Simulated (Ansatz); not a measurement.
Q: Predict a relaxed structure of [closo-2-(OH)B5H4]2- (B5OH5²⁻), charge -2, singlet, at PBE-D4/def2-SVPD (Ansatz).

A: 
```
atom   x (Å)   y (Å)   z (Å)
  B1  -0.003  -0.700   0.373
  B2  -0.037   1.128   0.478
  B3  -1.415   0.181   0.168
  B4   1.160   0.299  -0.375
  B5  -0.340   0.264  -1.148
  O6   0.256  -2.011   1.022
  H7   1.210  -2.140   0.912
  H8   0.029   2.200   1.100
  H9  -2.621   0.141   0.414
 H10   2.376   0.275  -0.589
 H11  -0.615   0.364  -2.354
```
Point group Cs (tolerance 0.1 Å). This is one stationary point.

A multiply charged anion in the gas phase is held together partly by the finite basis. The highest occupied level of the charge -2 singlet lies above zero (up to 5.31 eV). The electron is either unbound and held by the finite basis, or the level is raised by self-interaction error.
